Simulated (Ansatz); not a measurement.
System: CH$_{4}$FSi, net charge 0, doublet state. It need not be the lowest isomer of its formula. SMILES: [CH2][SiH2]F
Coordinates optimised at B3LYP-D3(BJ)/def2-TZVP (Ansatz, a quantum-chemistry and plane-wave program):
```
Si
F 1 1.6092
H 1 1.4783 2 108.30
H 1 1.4811 3 110.10 2 115.78
C 1 1.8328 3 110.60 4 124.06
H 5 1.0842 1 122.58 3 -19.89
H 5 1.0846 6 114.76 1 178.33
```
Charge 0, spin multiplicity 2.

Atomisation energy built up term by term with Ansatz (kcal/mol; UHF references for open shells; valence terms freeze the core; atomic spin-orbit terms are left out). Basis-set limits of correlation are two-point, X^-3; Hartree-Fock from the larger set.

```json
[
 {"term": "Hartree-Fock", "basis": "cc-pV(Q+d)Z", "kcal/mol": "450.15"},
 {"term": "CCSD correlation", "basis": "CBS(cc-pV(T+d)Z,cc-pV(Q+d)Z)", "kcal/mol": "124.59"},
 {"term": "(T)", "basis": "CBS(cc-pV(T+d)Z,cc-pV(Q+d)Z)", "kcal/mol": "6.06"},
 {"term": "core correlation", "basis": "cc-pwCVTZ", "kcal/mol": "0.87"},
 {"term": "scalar relativity (X2C)", "basis": "cc-pVTZ-DK against cc-pVTZ", "kcal/mol": "-1.12"},
 {"term": "sum: De", "basis": "", "kcal/mol": "580.6"}
]
```

(T) makes 1.0 % of the CCSD(T) atomisation energy; under 5 % is typical of single-reference molecules.
